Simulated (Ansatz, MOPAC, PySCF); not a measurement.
Dissociation curve of HCl₃OZr, SMILES [Cl][Zr]([Cl])([OH])[Cl]. The Zr1–Cl6 bond (Zr1 also carries Cl, Cl, O; Cl6 carries nothing else) is varied alone, starting from the PBE0/def2-TZVP, def2 effective core potentials past Kr optimised geometry.

- PM7, restricted, heats of formation (MOPAC)
- RHF/3-21G = restricted Hartree-Fock/3-21G (PySCF)
- UKS-BLYP = unrestricted BLYP/def2-TZVP, def2 effective core potentials past Kr in Ansatz (a quantum-chemistry and plane-wave program)
- UKS-PBE = unrestricted PBE/def2-TZVP, def2 effective core potentials past Kr (Ansatz)

Energies are in kcal/mol, each relative to the lowest point of its own curve near equilibrium.

```json
[
 {"R / Å": "1.91", "PM7": "56.6", "RHF/3-21G": "84.4", "UKS-BLYP": "66.8", "UKS-PBE": "62.0"},
 {"R / Å": "2.05", "PM7": "24.4", "RHF/3-21G": "36.4", "UKS-BLYP": "26.2", "UKS-PBE": "23.2"},
 {"R / Å": "2.19", "PM7": "7.4", "RHF/3-21G": "11.9", "UKS-BLYP": "6.8", "UKS-PBE": "5.4"},
 {"R / Å": "2.27", "PM7": "2.6", "RHF/3-21G": "4.7", "UKS-BLYP": "1.8", "UKS-PBE": "1.2"},
 {"R / Å": "2.34", "PM7": "0.5", "RHF/3-21G": "1.4", "UKS-BLYP": "0.0", "UKS-PBE": "0.0"},
 {"R / Å": "2.43", "PM7": "0.0", "RHF/3-21G": "0.0", "UKS-BLYP": "0.2", "UKS-PBE": "0.9"},
 {"R / Å": "2.52", "PM7": "1.5", "RHF/3-21G": "1.1", "UKS-BLYP": "2.4", "UKS-PBE": "3.6"},
 {"R / Å": "2.63", "PM7": "5.1", "RHF/3-21G": "4.7", "UKS-BLYP": "6.8", "UKS-PBE": "8.7"},
 {"R / Å": "2.83", "PM7": "14.5", "RHF/3-21G": "15.3", "UKS-BLYP": "17.5", "UKS-PBE": "20.2"},
 {"R / Å": "3.09", "PM7": "28.5", "RHF/3-21G": "32.2", "UKS-BLYP": "32.7", "UKS-PBE": "36.3"},
 {"R / Å": "3.39", "PM7": "43.4", "RHF/3-21G": "51.9", "UKS-BLYP": "49.1", "UKS-PBE": "53.2"},
 {"R / Å": "3.84", "PM7": "60.4", "RHF/3-21G": "78.0", "UKS-BLYP": "68.8", "UKS-PBE": "73.6"},
 {"R / Å": "4.36", "PM7": "73.0", "RHF/3-21G": "101.4", "UKS-BLYP": "84.5", "UKS-PBE": "89.7"},
 {"R / Å": "4.95", "PM7": "82.4", "RHF/3-21G": "120.3", "UKS-BLYP": "93.8", "UKS-PBE": "99.2"},
 {"R / Å": "5.76", "PM7": "91.7", "RHF/3-21G": "136.9", "UKS-BLYP": "99.6", "UKS-PBE": "105.2"},
 {"R / Å": "6.83", "PM7": "102.1", "RHF/3-21G": "149.9", "UKS-BLYP": "102.8", "UKS-PBE": "108.4"}
]
```

At the longest distance, 6.83 Å, RHF/3-21G lies highest above its minimum (149.9 kcal/mol) and PM7 lowest (102.1 kcal/mol).

The restricted form behind PM7, RHF/3-21G keeps the bonding electrons paired and can't separate into open-shell fragments. The unrestricted determinant behind UKS-BLYP, UKS-PBE is spin-contaminated at 4.36 to 6.83 Å (<S²> up to 0.6, against 0.00 for a pure singlet).
